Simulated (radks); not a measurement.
Fractional charge and spin in the 2s shell of neon: the spin-up occupation runs from 0 to 1 and the spin-down occupation from 0 to 1; the fullest corner is Ne3+, [He] 2p(up 1.5, down 1.5) 2s(up 1, down 1). All-electron calculation, non-relativistic Kohn-Sham, PBE, spin-polarised, spherical densities, point nucleus. Program: a radial shooting solver on a logarithmic mesh with Libxc functionals. Energy (eV) minus the two flat planes that join the four corners (they meet along the diagonal where the two added fractions sum to one electron); zero is where a piecewise linear energy would lie.

| down \ up | 0 | 0.25 | 0.5 | 0.75 | 1 |
|---|---|---|---|---|---|
| 0 | 0.000 | -2.464 | -3.287 | -2.465 | 0.000 |
| 0.25 | -2.464 | -3.033 | -1.984 | 0.684 | -2.307 |
| 0.5 | -3.287 | -1.984 | 0.910 | -1.877 | -3.075 |
| 0.75 | -2.465 | 0.684 | -1.877 | -2.871 | -2.304 |
| 1 | 0.000 | -2.307 | -3.075 | -2.304 | 0.000 |

Corners above the fullest one (they belong to Ne4+ and the next ion): (up 1, down 0) 115.44 eV, (up 0, down 1) 115.44 eV, (up 0, down 0) 259.97 eV. With half an added electron in each spin the energy lies 0.910 eV from the planes, and with half an added electron in spin up alone -3.287 eV. The planes are only a guide here: the flat-plane condition holds for ground states with one frontier orbital, while this shell lies below other occupied shells, so the corners above the fullest one are inner-hole states and not the ground states of those ions.
